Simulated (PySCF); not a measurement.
C4F5, doublet, geometry from GFN2-xTB.

Here is a job for PySCF.
```python
from pyscf import gto, scf, dft

mol = gto.M(
    atom='''
F     2.75303862    0.84141409    0.27355721
C     1.86621234   -0.12970003    0.44673461
F     2.38997822   -1.05521826    1.23957711
C     0.66828368   -0.14622884   -0.03593613
C    -0.54593179   -0.20717033   -0.61192545
F    -0.67920932   -0.79433365   -1.81482069
C    -1.71329410    0.29617516   -0.06241471
F    -2.89647638    0.23277077   -0.63157634
F    -1.75084455    0.89998307    1.10895717
''',
    basis='sto-3g',
    spin=1,
    verbose=4,
)

mf = dft.UKS(mol)
mf.xc = 'lda,vwn'
mf.kernel()
```

### Question
Give the Mulliken (on the basis functions themselves) charges in atom order at the level SVWN5/STO-3G run with PySCF.

### Answer
F1 -0.03, C2 0.12, F3 -0.03, C4 -0.14, C5 0.02, F6 -0.04, C7 0.13, F8 -0.01, F9 -0.01

### Question
Give the total energy at the level SVWN5/STO-3G.

### Answer
-637.7708 Eh

### Question
What <S^2> does SVWN5/STO-3G give?

### Answer
0.755

### Question
Predict the dipole moment from SVWN5/STO-3G.

### Answer
1.04 D

### Question
Give the HOMO energy at the level SVWN5/STO-3G.

### Answer
-0.88 eV

### Question
What number of basis functions does SVWN5/STO-3G give?

### Answer
45

These values belong to the state on which the SCF converged, which isn't shown to be the lowest.
